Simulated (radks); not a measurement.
Os70+, 6 electrons, occupied as [He] 2s2 2p2 (the NIST ground configuration).

Calculated with a radial shooting solver on a logarithmic mesh with Libxc functionals: scalar-relativistic Kohn-Sham, SCAN, spin-polarised, spherical densities, finite nucleus; open shells are filled with parallel spins first (spin-orbit coupling, left out, can overturn this in heavy ions); meta-GGA in the generalised Kohn-Sham scheme; Fermi nuclear charge, rms radius 5.4126 fm.

Energy parts (hartree):
part                       energy
total                  -9150.0698
kinetic                10698.1930
electron-nucleus      -20115.8902
Hartree                  360.9427
exchange-correlation     -93.3152

Orbitals (lengths in bohr, moments of r in powers of bohr; r(max) is where P^2 peaks; r(90%) holds 90 % of the orbital's charge):
\begin{tabular}{lrrrr}
orbital & occ. & eigenvalue (hartree) & r(90%) & r(max) \\ \hline
1s up & 1 & -3009.422 & 0.0322 & 0.01102 \\
1s down & 1 & -3007.247 & 0.0322 & 0.01101 \\
2s up & 1 & -730.6060 & 0.112 & 0.06207 \\
2s down & 1 & -727.1341 & 0.112 & 0.06217 \\
2p up & 2 & -674.3211 & 0.104 & 0.05067 \\
\end{tabular}

The highest occupied level is 2p up at -18349.2 eV. Spin moment in Bohr magnetons: 2. The density falls to 0.001 e/bohr^3 at r = 0.29 bohr.

Empty levels of this run are not shown, since the potential may be unsettled where no density lies.
